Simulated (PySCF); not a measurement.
Compound: vinylcyanodiacetylene, C7H3N.
InChI=1S/C7H3N/c1-2-3-4-5-6-7-8/h2H,1H2

Level of theory: TDDFT PBE0/def2-SVPD, vertical, gas phase, core orbitals frozen in the response (PySCF 2.14.0, density-fitted response routines). Geometry: PBE0-D3(BJ)/def2-SVP; no solvent, vibrations or thermal averaging.

Broadening: Gaussians 0.5 eV wide at half height, area fixed by f = 4.319×10⁻⁹ ∫ε dν̃. The width is an assumption, not a result. The curve ends short of the highest state used, and states not computed would add to its high-energy end.

(E (eV), ε (L mol⁻¹ cm⁻¹)): (2.84, 0), (2.99, 4), (3.14, 48), (3.29, 327), (3.44, 1349), (3.59, 3384), (3.74, 5152), (3.88, 4863), (4.03, 2821), (4.18, 994), (4.33, 213), (4.48, 28), (4.63, 8), (4.78, 102), (4.93, 1002), (5.08, 5988), (5.23, 21792), (5.38, 48617), (5.52, 67136), (5.67, 62672), (5.82, 42117), (5.97, 26114), (6.12, 25644), (6.27, 38765)

Question: Where are the band maxima, and which computed states make them?

Answer: 327 nm (3.79 eV), ε about 5300, made up of S3 (100%); 223 nm (5.57 eV), ε about 69000, made up of S4 (92%) (ε in L mol⁻¹ cm⁻¹; maxima over ε = 5, shares over 10%). At its high-energy end, 6.27 eV, the curve is still rising (ε about 39000, from S9). The states used: S1 3.59 eV (f 0.0000); S2 3.74 eV (f 0.0001); S3 3.79 eV (f 0.098); S4 5.54 eV (f 1.178); S5 5.58 eV (f 0.0001); S6 5.78 eV (f 0.0001); S7 5.86 eV (f 0.272); S8 6.29 eV (f 0.0000); S9 6.42 eV (f 0.870); S10 6.87 eV (f 0.0021).

Question: What would ε be at 5.57 eV, the highest of these maxima, with half the width (0.25 eV)?

Answer: About 123000 L mol⁻¹ cm⁻¹ against 68600, a factor of about 1.8; a lone state at its own centre would give exactly 2.

Question: On this curve, what absorbance would a 10⁻⁵ mol/L sample give at 280 nm over a 1 cm path?

Answer: 280 nm is 4.428 eV, where ε is about 59 L mol⁻¹ cm⁻¹, so A = ε c l ≈ 0.00059 (Beer–Lambert, with the gas-phase spectrum and the assumed width).

Question: Does any computed singlet lie in the visible range?

Answer: No computed singlet lies in the visible range (380 to 750 nm); the lowest, at 345 nm, stands 0.33 eV above its violet end (3.26 eV); a Tamm–Dancoff triplet lies at 485 nm, without intensity as long as spin–orbit coupling is left out.

The vertical ionisation energy (ΔSCF) is 9.21 eV, 2.34 eV above S10.

Time: 65 s. Hardware: x86-64 server, one thread, no GPU (shared host).
